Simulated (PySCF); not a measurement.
# Hg (mercury, neutral): UHF calculation

Configuration: [Xe] 4f14 5d10 6s2, closed-shell 1S. All numbers are calculated (PySCF 2.14, the spin-free X2C one-electron Hamiltonian (Gaussian nucleus), in ANO-RCC-VTZP (8s7p5d3f1g, 84 functions)).

* Total energy: -19619.186780 hartree
* One-electron energy: -26891.8084 hartree
* Hartree (Coulomb) energy: 7645.3808 hartree
* Exchange energy: -372.7591 hartree
* ⟨S²⟩: 0.0000
* ⟨L²⟩: 0.000
* Sum of ⟨r⟩: 46.71 bohr
* Sum of ⟨r²⟩: 62.11 bohr²
* Langevin diamagnetic susceptibility: -49.2 ×10⁻⁶ cm³/mol

| shell | electrons | mean orbital energy (hartree) | rms radius, mean of both spins (bohr) |
| --- | --- | --- | --- |
| 1s | 2 | -3070.19103 | 0.0187 |
| 2s | 2 | -549.78015 | 0.0755 |
| 2p | 6 | -476.19588 | 0.0694 |
| 3s | 2 | -133.03404 | 0.193 |
| 3p | 6 | -111.32905 | 0.195 |
| 3d | 10 | -87.38585 | 0.179 |
| 4s | 2 | -30.63262 | 0.424 |
| 4p | 6 | -23.36145 | 0.452 |
| 4d | 10 | -14.35169 | 0.481 |
| 5s | 2 | -5.09834 | 0.970 |
| 4f | 14 | -4.38800 | 0.526 |
| 5p | 6 | -3.04613 | 1.12 |
| 5d | 10 | -0.60379 | 1.60 |
| 6s | 2 | -0.32622 | 3.06 |

Spin-orbit coupling, which splits the p, d and f shells strongly at this Z, is absent.

Densities and radii are taken from the X2C orbitals without a picture-change correction, which distorts them close to the nucleus.

Spin-orbit constants ζ (cm⁻¹) from the X2C one-electron operator on these orbitals: bare nucleus, nucleus screened by l(l+1)(2l+1)/3 electrons, and screened by the Breit-Pauli mean field of the electrons.

```json
{"shell": "2p", "bare": "9724000", "screened nucleus": "9481000", "mean field": "n/a"}
{"shell": "3p", "bare": "2177000", "screened nucleus": "2122000", "mean field": "n/a"}
{"shell": "3d", "bare": "335400", "screened nucleus": "293500", "mean field": "n/a"}
{"shell": "4p", "bare": "520700", "screened nucleus": "507700", "mean field": "n/a"}
{"shell": "4d", "bare": "71170", "screened nucleus": "62270", "mean field": "n/a"}
{"shell": "4f", "bare": "14570", "screened nucleus": "9472", "mean field": "n/a"}
{"shell": "5p", "bare": "84710", "screened nucleus": "82600", "mean field": "n/a"}
{"shell": "5d", "bare": "6708", "screened nucleus": "5870", "mean field": "n/a"}
```
